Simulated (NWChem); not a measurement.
Species: GeH₂BrCl; SMILES [Cl][GeH2][Br]

```xyz
5

Ge    -0.6761     0.5565     0.0000
Cl     0.8893     2.0334     0.0000
Br     0.2708    -1.5374     0.0000
H     -1.4790     0.7170     1.2930
H     -1.4790     0.7170    -1.2930
```
Atoms are numbered in this order, from 1.

All runs: NWChem. Coordinates come from a PBE0/def2-SVP optimisation. Vertical excitations in the gas phase; the lowest state need not have the same character in each row.

### Question
Order these by “lowest excitation, singlet (eV)”, lowest first: PBE/def2-SVPD, TDA; B3LYP/def2-SVPD, TDA; BHandHLYP/def2-SVPD, TDA.

### Answer
PBE/def2-SVPD, TDA (5.38), B3LYP/def2-SVPD, TDA (5.75), BHandHLYP/def2-SVPD, TDA (6.36)
